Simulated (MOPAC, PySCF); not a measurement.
[Ta(Cl)4(F)], neutral singlet in the gas phase. 

Cartesian coordinates (Å):
```xyz
6

Ta     0.0195     0.0123     0.0037
Cl    -0.7577     1.5978    -1.4682
Cl     1.2355    -1.7771    -0.7731
Cl     1.9763     1.2446     0.3754
Cl    -0.5416     0.1391     2.2293
F     -1.5673    -0.9870    -0.2978
```
Charge 0, multiplicity 1.

All levels are single points at this geometry (PBE-D3(BJ)/def2-SVP); Pople sets use spherical d functions. Orbital energies aren't observables, and empty levels follow the basis.

BP86/6-31G* (LANL2DZ on Ta) in PySCF gives HOMO (eV) = -8.26.

### Question
Estimate the HOMO (eV) from each of these levels: B3LYP-D3(BJ)/def2-TZVP in PySCF; PBE-D3(BJ)/def2-TZVP in PySCF; TPSSh-D3(BJ)/def2-TZVP in PySCF; B3LYP/6-311+G** (LANL2DZ on Ta) in PySCF; B3LYP/6-31G* (LANL2DZ on Ta) in PySCF; B3LYP/LANL2DZ in PySCF; M06-2X/6-31G* (LANL2DZ on Ta) in PySCF; PBE/6-31G* (LANL2DZ on Ta) in PySCF; SVWN5/6-31G* (LANL2DZ on Ta) in PySCF; HF/6-31G* (LANL2DZ on Ta) in PySCF; PM6 in MOPAC; PM7 in MOPAC.

### Answer

```tsv
level	HOMO (eV)
B3LYP-D3(BJ)/def2-TZVP in PySCF	-9.12
PBE-D3(BJ)/def2-TZVP in PySCF	-8.02
TPSSh-D3(BJ)/def2-TZVP in PySCF	-8.69
B3LYP/6-311+G** (LANL2DZ on Ta) in PySCF	-9.31
B3LYP/6-31G* (LANL2DZ on Ta) in PySCF	-9.26
B3LYP/LANL2DZ in PySCF	-9.63
M06-2X/6-31G* (LANL2DZ on Ta) in PySCF	-10.89
PBE/6-31G* (LANL2DZ on Ta) in PySCF	-8.16
SVWN5/6-31G* (LANL2DZ on Ta) in PySCF	-8.29
HF/6-31G* (LANL2DZ on Ta) in PySCF	-12.90
PM6 in MOPAC	-10.30
PM7 in MOPAC	-10.95
```
